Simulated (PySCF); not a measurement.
## Electron correlation in Mo²⁺ (molybdenum, charge +2)

[Kr] 4d4, high-spin 5D determinant. Calculation: PySCF 2.14, in aug-cc-pVTZ-PP with ECP28MDF; a scalar-relativistic core potential. Frozen: 4s2 4p6; 4 electrons correlated.

```
  level  correlation energy (mhartree)
   CCSD                         -40.27
    (T)                          -0.39
CCSD(T)                         -40.66
```

Diagnostics: T1 = 0.00097, D1 = 0.0018, largest double amplitude 0.022.

Cost of the coupled-cluster step: of the order of 11 core-seconds, for 4 correlated electrons.
